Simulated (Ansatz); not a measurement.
A run on CH5AlBClO with other settings.

```yaml
crystal:
  periodic: [false, false, false]
  atoms:
    - {symbol: C, position_ang: [-0.878842, -1.615084, 0.411367]}
    - {symbol: B, position_ang: [-0.194496, -0.275831, 0.045809]}
    - {symbol: Cl, position_ang: [1.588963, -0.013260, 0.729080]}
    - {symbol: O, position_ang: [-0.549589, 0.769336, -0.647239]}
    - {symbol: Al, position_ang: [0.841054, 1.903761, -0.587231]}
    - {symbol: H, position_ang: [-0.291892, -2.461342, 0.043555]}
    - {symbol: H, position_ang: [-0.947017, -1.731165, 1.496569]}
    - {symbol: H, position_ang: [-1.881757, -1.668859, -0.014221]}
    - {symbol: H, position_ang: [0.669413, 3.108062, 0.418135]}
    - {symbol: H, position_ang: [1.727265, 1.933284, -1.892724]}
basis:
  gaussian: {orbitals: aug-cc-pVDZ, nuclear_model: gaussian}
hamiltonian: {xc: {name: rPW86-PBE}}
accuracy: high
scf: {lower_state_search: off}
```

```sh
$ ansatz run in.yaml --threads 4 --pin off --events-out ev --progress --plain --max-ram 10444MiB
```

Output, abridged:

```
Functional definition: rPW86-PBE
3346 factors; integrals over basis functions are off by at most 3.3e-9 eV
mean field evaluation 1: about -22974.0772 eV, gradient 9.0e1 eV
mean field evaluation 2: about -22882.0018 eV, gradient 2.0e2 eV
mean field evaluation 4: about -22990.4756 eV, gradient 2.4e1 eV
mean field evaluation 8: about -22991.5858 eV, gradient 5.4e-1 eV
mean field evaluation 16: about -22991.5815 eV, gradient 8.1e-5 eV
mean field -22991.58149909 eV, -844.9250358379 hartree, gradient 1.1e-8 eV, S^2 0.000000; 0 other end points of the search recorded, 0 dependent functions left out
reference -22991.58153196 eV, -844.9250370459 hartree; 27, 27 occupied and 141, 141 virtual orbitals, 3346 factors
Total energy: -22991.58153196 eV, -844.9250370459 hartree
Checks for a lower state left out: stability, starts, cluster_reference, orbital_swaps, neighbouring_geometries, increment
```

Hardware: 4 threads of an Arm Neoverse V2 on a shared host. Wall time 9.5 s, peak host memory 0.66 GiB.
